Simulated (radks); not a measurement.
As5+, 28 electrons, occupied as [Ar] 3d10 (the NIST ground configuration). Method: Dirac Kohn-Sham, PBE, spin-unpolarised, spherical densities, finite nucleus; Fermi nuclear charge, rms radius 4.0968 fm; computed with a radial shooting solver on a logarithmic mesh with Libxc functionals.

Normalised radial functions P(r) = r R(r) (large component), r in bohr:

```
   r/bohr * 3s1/2, o 3p3/2, + 3d5/2 (the largest magnitude, 1.42, reaches the edge; | marks zero, & curves that meet)
 0.004378                             &   *
 0.005521                             &   *
 0.006963                             &    *
 0.008852                             +o    *
  0.01116                             +o     *
  0.01408                             +o      *
  0.01775                             + o     *
  0.02257                             +  o     *
  0.02846                             +   o   *
   0.0359                             +    o *
  0.04527                             |+  *  o
  0.05755                             *+        o
  0.07258                         *   | +         o
  0.09153                   *         |  +          o
   0.1154               *             |    +        o
   0.1467              *              |       +   o
   0.1851                  *          |      o   +
   0.2334                          *o |              +
   0.2967                 o           |        *         +
   0.3741        o                    |                    *+
   0.4718   o                         |                      +   *
    0.595    o                        |                     +    *
   0.7564         o                   |                  +*
    0.954                o            |           * +
    1.203                      o      |     *   +
    1.517                          o  | *  +
    1.929                            o* +
    2.432                             &+
```

3s1/2: eigenvalue -257.35 eV, 2 radial nodes at r = 0.0587, 0.248 bohr, <r> = 0.597 bohr, 90 % of the charge inside 0.891 bohr. 3p3/2: eigenvalue -199.04 eV, 1 radial node at r = 0.224 bohr, <r> = 0.618 bohr, 90 % of the charge inside 0.947 bohr. 3d5/2: eigenvalue -106.91 eV, 0 radial nodes, <r> = 0.662 bohr, 90 % of the charge inside 1.10 bohr.
